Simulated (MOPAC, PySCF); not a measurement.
H9AlSi3, SMILES `[Al]([SiH3])([SiH3])[SiH3]`, neutral singlet in the gas phase. 

Z-matrix (Å, degrees):
```
Al
Si 1 2.4593
H 2 1.4893 1 114.43
H 2 1.4917 3 107.59 1 123.04
H 2 1.4922 3 107.45 4 114.62
Si 1 2.4596 2 122.23 3 0.17
H 6 1.4899 1 113.69 2 -24.61
H 6 1.4907 7 107.82 1 125.72
H 6 1.4936 7 107.08 8 114.68
Si 1 2.4606 2 119.59 3 179.21
H 10 1.4895 1 114.21 2 -10.81
H 10 1.4912 11 107.59 1 124.10
H 10 1.4926 11 107.29 12 114.58
```
Charge 0, spin multiplicity 1.

All levels are single points at this geometry (r2SCAN-D4/def2-TZVP); Pople sets use spherical d functions. Orbital energies aren't observables, and empty levels follow the basis.

r2SCAN-D4/def2-TZVP in PySCF gives gap (eV) = 3.33.

Estimate the gap (eV) from each of these levels: PBE-D3(BJ)/def2-TZVP in PySCF; PBE/6-31G* in PySCF; HF/3-21G in PySCF; HF/6-31G* in PySCF; PM7 in MOPAC.


| level | gap (eV) |
|---|---|
| PBE-D3(BJ)/def2-TZVP in PySCF | 2.96 |
| PBE/6-31G* in PySCF | 3.03 |
| HF/3-21G in PySCF | 9.77 |
| HF/6-31G* in PySCF | 9.80 |
| PM7 in MOPAC | 10.18 |
